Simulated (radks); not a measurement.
Valence configurations of neutral cobalt (all share [Ar]). Method: scalar-relativistic Kohn-Sham, PBEsol, spin-polarised, spherical densities, point nucleus; open shells are filled with parallel spins first; computed with a radial shooting solver on a logarithmic mesh with Libxc functionals. Energies are relative to 3d7 4s2; eigenvalues in eV for spin up.

| valence | E (eV) | moment (Bohr magnetons) | e(3d) | e(4p) | e(4s) |
|---|---|---|---|---|---|
| 3d7.5 4s1.5 | -0.414 | 3 | -7.054 | - | -5.300 |
| 3d8 4s1 | -0.377 | 3 | -4.984 | - | -4.881 |
| 3d7 4s2 | 0.000 | 3 | -9.431 | - | -5.745 |
| 3d7 4s1.5 4p0.5 | 1.754 | 4 | -10.277 | -2.032 | -6.596 |
| 3d7 4s1 4p1 | 3.143 | 5 | -10.934 | -2.518 | -7.250 |
| 3d6 4s2 4p1 | 7.250 | 5 | -16.736 | -2.986 | -8.317 |
| 3d7 4p2 | 7.953 | 5 | -12.441 | -3.213 | - |
| 3d6 4s1.5 4p1.5 | 8.995 | 6 | -17.364 | -3.458 | -8.923 |
| 3d6 4s1 4p2 | 10.359 | 7 | -17.883 | -3.820 | -9.421 |
| 3d5 4s2 4p2 | 19.023 | 7 | -24.737 | -4.384 | -10.588 |

NIST lists [Ar] 3d7 4s2 as the ground configuration; this level of theory puts 3d7.5 4s1.5 lower, by 0.414 eV. The energies are those of spherical high-spin densities, not of single terms.
